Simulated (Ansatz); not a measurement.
CH8GeN2 (`[CH3][GeH]([NH2])[NH2]`), relaxed with RKS PBE-D4/def2-SVP in Ansatz 0.2.0 from a rough embedded geometry. The force threshold is 0.03 eV/Å; the program also tests the step.

Charge 0, multiplicity 1.

Start:

```xyz
12

C     1.268    0.767    0.692
Ge   -0.300   -0.096    0.114
N    -0.958    0.791   -1.359
N     0.010   -1.814   -0.334
H     1.739    0.239    1.598
H     2.085    0.775   -0.122
H     1.090    1.848    0.973
H    -1.366   -0.031    1.276
H    -1.225    1.794   -1.090
H    -1.895    0.345   -1.633
H     0.410   -2.334    0.499
H    -0.858   -2.283   -0.613
```

Problem. How much energy does the relaxation release, and in how many steps? (Estimate.)

Solution. Ansatz gave: 37.58 kJ/mol, in 21 steps, 3 of them rejected.

Problem. Which bonds change most? (Estimate.)

Solution. Ansatz gave: C1–Ge2 from 1.881 to 1.957 Å; Ge2–N4 from 1.803 to 1.866 Å; N3–H9 from 1.072 to 1.026 Å; N3–H10 from 1.073 to 1.027 Å.

Problem. Give the relaxed structure. (An estimate is asked.)

Solution. The calculation gave: 
```xyz
12

C     1.381    0.703    0.683
Ge   -0.407    0.028    0.261
N    -1.138    1.045   -1.107
N    -0.160   -1.731   -0.311
H     1.814    0.174    1.555
H     2.053    0.560   -0.186
H     1.325    1.784    0.914
H    -1.394    0.214    1.460
H    -2.162    0.982   -1.151
H    -0.774    0.778   -2.030
H     0.489   -2.260    0.285
H    -1.028   -2.275   -0.373
```
